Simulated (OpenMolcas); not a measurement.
Lines of C2+: computed and rescaled rates

```
Program             : OpenMolcas 26.06
Method              : MS-RASPT2, IPEA 0.25 Eh, imaginary shift 0.1 Eh (closed shells correlated: 1s)
Basis               : ANO-RCC-VTZP [4s3p2d1f]
Scalar Hamiltonian  : DKH2, point nucleus
Active space        : 2 electrons in 9 orbitals (RAS2 2s 2p; RAS3 3d, at most 2 electrons)
State averaging     : 2S+1 = 3 even, 3 roots; 2S+1 = 1 even, 7 roots; 2S+1 = 3 odd, 3 roots; 2S+1 = 1 odd, 3 roots
Spin-orbit coupling : RASSI with atomic mean-field integrals over the reference wave functions, term energies averaged over their components
```

Rates come from the transition moments of the reference wave functions (E1 and E2 in the length form). At fixed line strength A goes as λ^-3 for E1 and M1 and as λ^-5 for E2, so a rate at the computed wavelength can be rescaled to the measured one. Measured vacuum wavelengths follow from level energies in Moore, Selected Tables of Atomic Spectra, NSRDS-NBS 3, section 3. Branching counts decays inside the model space alone, at computed energies, and the table is only a selection of the E1 lines, drawn from those between levels with measured partners whose computed energy lies within a factor of 1.5 of the measured one.

```tsv
Upper	Lower	Type	λ computed (nm)	λ measured (nm)	A computed (s-1)	A rescaled (s-1)	Branching %
2p2 1D2	2s 2p 1P* 1	E1	232	229.8	1.36e+08	1.40e+08	100.0
2s 2p 3P* 1	2s2 1S0	E1	191.3	190.9	9.73e+01		100.0
2p2 1S0	2s 2p 1P* 1	E1	123.2	124.7	1.89e+09	1.82e+09	100.0
2p2 3P1	2s 2p 3P* 2	E1	117.2	117.6	5.60e+08	5.54e+08	41.6
2p2 3P0	2s 2p 3P* 1	E1	117.2	117.6	1.34e+09	1.33e+09	100.0
2p2 3P2	2s 2p 3P* 2	E1	117.1	117.6	1.01e+09	9.97e+08	75.0
2p2 3P1	2s 2p 3P* 1	E1	117.1	117.6	3.36e+08	3.32e+08	25.0
2p2 3P1	2s 2p 3P* 0	E1	117.1	117.5	4.49e+08	4.44e+08	33.4
2p2 3P2	2s 2p 3P* 1	E1	117.1	117.5	3.37e+08	3.34e+08	25.0
2s 2p 1P* 1	2s2 1S0	E1	96.77	97.7	1.82e+09	1.77e+09	100.0
```

Spin-changing lines and M1 lines between different terms are not rescaled, since their strength hangs on the term gaps too.

The largest correction is for 2p2 1S0 → 2s 2p 1P* 1 (E1): 1.89e+09 × (123.2 / 124.7)^3 = 1.82e+09 s-1, a factor of 0.96.

The computed rate and branching of 2s 2p 1P* 1 → 2s2 1S0 give the upper level a radiative lifetime of 1.000 / 1.82e+09 s-1 = 5.49e-10 s, counting decays inside the model space alone. The rescaled rate gives about 5.7e-10 s.

No measured rate stands beside these. Rescaling mends the energy factor alone: line strengths can still be far off where a level mixes with configurations outside the active space, and weak or spin-changing lines hang on small mixing coefficients that depend on the term gaps too, so rescaling need not improve them.

Active for correlation alone: 3d; no level in the range computed is led by a configuration that fills it, so any true level of that kind is missing. Measured partners are found by configuration, term and J. A level has none where our copy of the source lacks it or the pairing is in doubt (some pairs that miss far off the trend of their configuration count as doubtful). Only configurations of the active space appear.

* marks odd parity.
